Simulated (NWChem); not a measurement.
C₂H₂F, doublet; SMILES F[C]=C

Program: NWChem. Pople sets run with spherical d functions. Spin-unrestricted. In the optimisation the excess spin sits in a' (Cs, its own frame). No stability test was run on the SCF state. Each level has its own optimisation; frequencies are unscaled.

For level PBE0/6-31G*:

```yaml
r C–F (Å): 1.308
highest harmonic frequency (cm⁻¹): 3299
zero-point energy (kcal/mol): 19.6
dipole (D): 0.85
```

### Question
What are these values for level PBE0/STO-3G?

### Answer
* **r C–F (Å)**: 1.338
* **highest harmonic frequency (cm⁻¹)**: 3580
* **zero-point energy (kcal/mol)**: 21.0
* **dipole (D)**: 0.26
